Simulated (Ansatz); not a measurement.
System: C₂H₇BN (charge 0, doublet). SMILES: CN[B]C
Geometry: optimised at B3LYP-D3(BJ)/def2-TZVP (Ansatz, a quantum-chemistry and plane-wave program).

Wanted: atomisation energy, in kcal/mol. Conventions: non-relativistic; spin-orbit terms left out; dispersion terms only where a functional's name holds one; atomisation electronic, to ground-state atoms; valence correlation only; UHF or UKS for open shells; 6-31G* and kin with 6d, 5d where marked. CBS(X,Y): correlation extrapolated as X^-3; Hartree-Fock from the larger set. First-principles rows: single points at B3LYP-D3(BJ) geometries (Ansatz).

| species | coefficient | E at B3LYP/6-31G* (Ansatz), Eh | E at wB97M-V/def2-TZVPD (Ansatz), Eh |
|---|---|---|---|
| C[B]NC | -1 | -159.99892 | -159.96487 |
| B atom | +1 | -24.65435 | -24.64968 |
| C atom | +2 | -37.84628 | -37.84643 |
| H atom | +7 | -0.50027 | -0.49411 |
| N atom | +1 | -54.58449 | -54.59266 |

Coupled cluster (Ansatz) is a level with limits of its own, used here on species with T1 under 0.025 (0.045 for open shells) and stable references: CCSD(T)/CBS(cc-pVTZ,cc-pVQZ). Value to compare with, CCSD(T)/CBS(cc-pVTZ,cc-pVQZ) (Ansatz): 980.0 kcal/mol. 1 Eh = 627.5095 kcal/mol.

Task: Work the quantity out at each level, and compare with CCSD(T)/CBS(cc-pVTZ,cc-pVQZ) (Ansatz).

Result: 
- B3LYP/6-31G*: the sum of coefficient times E is 1.56563 Eh, or 982.45 kcal/mol. Result: 982.4 kcal/mol. Its difference against CCSD(T)/CBS(cc-pVTZ,cc-pVQZ) (Ansatz) is 2.4 kcal/mol.
- wB97M-V/def2-TZVPD: the sum of coefficient times E is 1.57090 Eh, or 985.75 kcal/mol. Result: 985.8 kcal/mol. Its difference against CCSD(T)/CBS(cc-pVTZ,cc-pVQZ) (Ansatz) is 5.8 kcal/mol.
